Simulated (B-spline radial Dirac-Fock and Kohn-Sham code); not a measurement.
**Elastic scattering of 76.9 eV electrons by neutral holmium**

The computed values come from a B-spline atomic structure program: relativistic (Dirac) partial waves in the static field of the Dirac-Fock atom with Furness-McCarthy exchange, without polarisation or absorption potentials. Below a few hundred eV the neglected polarisation potential matters, most of all at small angles.

Input of the calculation (task.json; shells as n, l, electrons):

```json
{"items": [{
  "Z": 67,
  "q": 0,
  "cfg": [[1, 0, 2], [2, 0, 2], [2, 1, 6], [3, 0, 2], [3, 1, 6], [3, 2, 10], [4, 0, 2], [4, 1, 6], [4, 2, 10], [4, 3, 11], [5, 0, 2], [5, 1, 6], [6, 0, 2]],
  "A": 165,
  "rrms": 5.2022,
  "do": "elastic",
  "energies": [[76.9, 0]],
  "theta": [0, 10, 20, 30, 40, 50, 60, 70, 80, 90, 100, 110, 120, 130, 140, 150, 160, 170, 180]
}]}
```

Command: `python xray2_run.py task.json out`

```
θ (°)  dσ/dΩ (a₀²/sr)  Sherman function
    0             197             0.000
   10             109             0.005
   20            29.0             0.020
   30            6.59             0.044
   40            1.58             0.019
   50           0.632            -0.166
   60           0.405            -0.307
   70           0.320            -0.269
   80           0.347            -0.132
   90           0.381            -0.071
  100           0.377            -0.075
  110           0.380            -0.090
  120           0.381            -0.091
  130           0.291            -0.097
  140           0.125            -0.161
  150          0.0703            -0.203
  160           0.280            -0.038
  170           0.630            -0.010
  180           0.804             0.000
```

**Question.** What integrated cross sections go with this distribution?

**Answer.** The total elastic cross section is 43.6 a₀², the first transport cross section 5.68 a₀² and the second, weighted with (3/2) sin²θ, 9.20 a₀². The mean deflection is ⟨1 − cos θ⟩ = 0.130, and 4.5 % of the collisions scatter beyond 90°.

On this grid of angles the cross section has minima near 70°, 100°, 150°, from interference among the few low partial waves with large phase shifts.
